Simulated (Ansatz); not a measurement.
The cluster Si₄H₈ (the lowest singlet isomer of a short search). Total charge 0; singlet. Geometry r2SCAN-D4/def2-SVP, basis def2-TZVP, Ansatz.

Cartesian coordinates in Å:
```
Si -0.388 1.169 -1.098
Si 0.778 -1.271 0.709
Si 0.814 1.084 0.939
Si -1.204 -0.984 -0.552
H -1.549 -1.952 -1.637
H 2.118 1.804 1.069
H 1.890 -1.697 -0.201
H 0.573 1.061 -2.243
H 0.771 -2.141 1.925
H -2.368 -0.849 0.383
H -0.092 1.486 2.063
H -1.344 2.289 -1.357
```

```json
{"run": "A", "HOMO (eV)": "-9.53", "LUMO (eV)": "1.03"}
{"run": "B", "HOMO (eV)": "-6.57", "LUMO (eV)": "-1.98"}
{"run": "C", "HOMO (eV)": "-8.55", "LUMO (eV)": "0.14"}
{"run": "D", "HOMO (eV)": "-6.46", "LUMO (eV)": "-1.87"}
{"run": "E", "HOMO (eV)": "-7.02", "LUMO (eV)": "-1.44"}
{"run": "F", "HOMO (eV)": "-6.77", "LUMO (eV)": "-1.90"}
```

HSE06 is defined as in plane-wave codes, on full-range PBE exchange. The structure comes from a short search, and lower isomers may exist.

The runs used B97M-V, CAM-B3LYP, HSE06, LDA (SPW92), PBE, ωB97X-V. Estimate which is which.

A ωB97X-V (range-separated); B LDA (SPW92) (0 % exact exchange); C CAM-B3LYP (range-separated); D PBE (0 % exact exchange); E HSE06 (range-separated); F B97M-V (0 % exact exchange). Exact exchange lowers occupied and raises empty levels; among semilocal functionals meta-GGAs tend to open the gap a little, and such runs are hard to tell apart. The gap grows from 4.59 eV (LDA (SPW92)) to 10.56 eV (ωB97X-V).
